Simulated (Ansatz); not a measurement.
Program: Ansatz. Geometries: PBE0-D4/def2-TZVP. ΔE: electronic, gas phase. CBS: MP2 limit from def2 TZ/QZ plus the TZ coupled-cluster correction, frozen cores. Functionals use def2-TZVPP. B3LYP here is the variant with VWN-RPA as its local correlation; programs differ in this. One conformer a species, not always the lowest.

Consider the isomerisation: `N[SiH]1BO1` → `O[SiH]1BN1`.

`N[SiH]1BO1`:

```xyz
8

N     0.343   -1.485    0.024
Si   -0.064    0.080    0.527
B    -0.802    1.456   -0.535
O     0.537    1.445   -0.389
H     1.083   -2.017    0.450
H     0.025   -1.883   -0.843
H     0.377    0.213    1.931
H    -1.501    2.190   -1.164
```

`O[SiH]1BN1`:

```xyz
8

O    -1.147   -1.507    0.309
Si   -0.659    0.034    0.009
B     0.810    0.486   -1.120
N     1.021    0.423    0.254
H    -1.745   -1.637    1.046
H    -1.599    0.953    0.702
H     1.500    0.705   -2.063
H     1.818    0.542    0.863
```

(1) Is it downhill or uphill in electronic energy at CCSD(T)/CBS, and by how much? (Best estimate.)

(2) What do these levels give: LDA (SPW92), B3LYP-D4, r2SCAN0-D4, BHLYP-D4, CAM-B3LYP-D4, r2SCAN, PBE0, BHLYP, CAM-B3LYP, CCSD/def2-SVP, CCSD(T)/def2-SVP, SCS-MP2/def2-TZVPP? (Estimate.)

Largest T1 diagnostic among the species: 0.015.

Results:

(1) The calculation gave: Uphill: ΔE = +1.1 kcal/mol.

(2) Ansatz gave: LDA (SPW92) 0.3, B3LYP-D4 1.6, r2SCAN0-D4 0.6, BHLYP-D4 1.1, CAM-B3LYP-D4 1.7, r2SCAN 1.4, PBE0 0.7, BHLYP 1.1, CAM-B3LYP 1.7, CCSD/def2-SVP 1.9, CCSD(T)/def2-SVP 2.1, SCS-MP2/def2-TZVPP 1.8 kcal/mol.

At CCSD(T), def2-SVP lies +1.0 kcal/mol from the extrapolated value and def2-TZVPP +0.3 kcal/mol. From BLYP to BHLYP (50 % exact exchange), in def2-TZVPP and without D4, ΔE moves by −1.3 kcal/mol. Leaving LDA and LC-ωPBE aside and taking each functional with its dispersion term where it has one, the values, not all of them listed here, spread over 1.6 kcal/mol, from r2SCAN0-D4 to BLYP-D4. LDA lies −1.1 kcal/mol from PBE without D4.
